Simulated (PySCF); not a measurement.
# Mayer bond orders and bond lengths

Species: C8H9F3.
Numbering: `[CH2:1]=[CH:2][C@@H:3]1[CH2:4][C:5](=[CH2:6])[C@@H:7]1[C:8]([F:9])([F:10])[F:11]` (hydrogens: H12, H13 on C1; H14 on C2; H15 on C3; H16, H17 on C4; H18, H19 on C6; H20 on C7)

Cartesian coordinates in Å at the PBE0-D3(BJ)/def2-SVP level; atoms count from 1:
```
atom  x, y, z in Å
C1     3.0626    0.5383   -0.2506
C2     1.7471    0.6373   -0.4460
C3     0.7577   -0.3935   -0.0236
C4    -0.2022   -0.9900   -1.0928
C5    -1.3239   -0.8925   -0.0894
C6    -2.5307   -1.4332    0.0336
C7    -0.4986   -0.0094    0.8266
C8    -0.9203    1.4389    0.8131
F9    -0.0623    2.2091    1.4875
F10   -2.1217    1.5843    1.3816
F11   -1.0081    1.9338   -0.4302
H12    3.7499    1.3124   -0.6009
H13    3.5011   -0.3212    0.2675
H14    1.3467    1.5120   -0.9704
H15    1.2797   -1.2064    0.5026
H16   -0.3480   -0.2973   -1.9384
H17    0.0488   -1.9842   -1.4917
H18   -3.1551   -1.2219    0.9055
H19   -2.9345   -2.0988   -0.7343
H20   -0.4562   -0.3055    1.8861
```

Bond orders from the PBE0/pcSseg-1 density (PySCF). Isolated species at its PBE0-D3(BJ)/def2-SVP geometry (one conformer only).

Problem. Where do the orders between heavy atoms depart from those drawn in the SMILES?

Solution. The largest departure is 0.061, at C5–C7 (drawn single, 0.939).

Problem. Give the Mayer order of every bond, beside its length.

Solution. 
| bond | drawn as | length (Å) | Mayer order |
| --- | --- | --- | --- |
| C1–C2 | double | 1.334 | 1.970 |
| C2–C3 | single | 1.490 | 0.996 |
| C3–C4 | single | 1.556 | 0.978 |
| C4–C5 | single | 1.508 | 1.019 |
| C5–C6 | double | 1.328 | 2.021 |
| C5–C7 | single | 1.517 | 0.939 |
| C7–C8 | single | 1.509 | 0.986 |
| C8–F9 | single | 1.336 | 0.991 |
| C8–F10 | single | 1.337 | 0.998 |
| C8–F11 | single | 1.341 | 0.975 |
| C7–C3 | single | 1.565 | 0.946 |
| C1–H12 | single | 1.093 | 0.946 |
| C1–H13 | single | 1.095 | 0.956 |
| C2–H14 | single | 1.096 | 0.947 |
| C3–H15 | single | 1.100 | 0.939 |
| C4–H16 | single | 1.103 | 0.923 |
| C4–H17 | single | 1.100 | 0.951 |
| C6–H18 | single | 1.093 | 0.931 |
| C6–H19 | single | 1.093 | 0.937 |
| C7–H20 | single | 1.101 | 0.935 |

Bonds between the same two heavy elements. C–C: lowest C5–C7 (0.939, 1.517 Å), highest C5–C6 (2.021, 1.328 Å); in 2 of the 28 pairs the longer bond (by over 0.003 Å) has the higher order (by 0.02 or more). C–F: lowest C8–F11 (0.975, 1.341 Å), highest C8–F10 (0.998, 1.337 Å).

Problem. Sum the orders of all bonds at each heavy atom with more than one neighbour and set the sums beside the valence in the SMILES.

Solution. C1 3.872 (drawn 4), C2 3.913 (drawn 4), C3 3.859 (drawn 4), C4 3.871 (drawn 4), C5 3.979 (drawn 4), C6 3.889 (drawn 4), C7 3.806 (drawn 4), C8 3.950 (drawn 4). Orders between atoms that aren't bonded are not in these sums.

The Mayer order sums products of elements of PS (density times overlap matrix) between the two atoms' basis functions, so it depends on the basis set.
